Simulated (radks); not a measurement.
Results of a calculation; reference values are marked as such.
Spherical jellium clusters: N electrons in a uniform positive sphere of charge N and radius rs N^(1/3), rs = 2.66 bohr. Level of theory: non-relativistic Kohn-Sham, LDA (Slater exchange, Perdew-Wang correlation), spin-polarised, spherical densities (a radial shooting solver with Libxc functionals). Levels are named by radial order and angular momentum (1s, 1p, 1d, 2s, ...), and open shells are averaged over m.

N = 21, configuration 1s2 1p6 1d10 2s2 1f(up 1, down 0). This is the lowest configuration that the search found. Occupied and some empty levels:

level,occupation,eigenvalue (eV),<r> (bohr)
1s up,1,-8.4831,4.548
1s down,1,-8.4258,4.512
1p up,3,-6.7796,5.467
1p down,3,-6.6955,5.447
1d up,5,-4.6970,6.200
1d down,5,-4.5979,6.193
2s up,1,-3.8742,5.544
2s down,1,-3.8145,5.560
1f up,1,-2.3804,6.977
1f down,0,-2.2770,6.989
2p up,0,-1.6988,7.497
2p down,0,-1.6421,7.536
2d up,0,-0.19394,11.39
2d down,0,-0.15908,11.63
1g up,0,-0.039142,8.344

Energy (eV): total -28.6443, kinetic 73.717, external -1905.3, Hartree 927.74, exchange-correlation -105.88, background 981.11.

Electron density:

r (bohr),n(r) (e/bohr^3)
0.857,0.01576
1.78,0.01374
2.70,0.01237
3.62,0.01261
4.54,0.01335
5.45,0.01240
6.37,0.008961
7.29,0.004805
8.21,0.002036
9.13,0.0007608
10.1,0.0002670
11.0,0.00009036
11.9,0.00003011
